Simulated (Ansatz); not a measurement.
Program: Ansatz. Geometries: PBE0-D4/def2-TZVP. ΔE: electronic, gas phase. CCSD(T)/CBS adds triple-zeta CCSD(T) − MP2 to the extrapolated MP2 energy (def2 sets, frozen cores). This one scheme is used for every species. Functionals use def2-TZVPP. For Ga outer-core shells are correlated without core-valence functions, which leaves a few kJ/mol of doubt a bond. Scalar relativity is left out up to krypton. One conformer a species, not always the lowest.

Reaction (cleavage of the Si–Si bond): `[AlH2][SiH2][SiH2][GaH2]` + `[OH][AlH2]` → `[AlH2][O][SiH2][AlH2]` + `[SiH3][GaH2]`

Is it downhill or uphill in electronic energy at CCSD(T)/CBS, and by how much? (Estimate.)

Computed: Downhill: ΔE = -66.1 kJ/mol.

What do these levels give: LDA (SPW92), revPBE-D4, r2SCAN-D4, PBE0-D4, r2SCAN0-D4, ωB97X-V, LC-ωPBE, HF/def2-SVP, CCSD(T)/def2-SVP, SCS-MP2/def2-QZVPP, MP2/CBS(def2), CCSD/CBS(def2)? (An estimate is asked.)

Computed: LDA (SPW92) -43.4, revPBE-D4 -41.3, r2SCAN-D4 -58.2, PBE0-D4 -50.1, r2SCAN0-D4 -62.8, ωB97X-V -71.5, LC-ωPBE -65.7, HF/def2-SVP -98.1, CCSD(T)/def2-SVP -63.5, SCS-MP2/def2-QZVPP -79.3, MP2/CBS(def2) -67.4, CCSD/CBS(def2) -72.9 kJ/mol.

Largest T1 diagnostic among the species: 0.014.

From r2SCAN to r2SCAN0 (25 % exact exchange), in def2-TZVPP and without D4, ΔE moves by −4.8 kJ/mol. Leaving LDA and LC-ωPBE aside and taking each functional with its dispersion term where it has one, the values, not all of them listed here, spread over 41.4 kJ/mol, from BHLYP-D4 to PBE-D4.
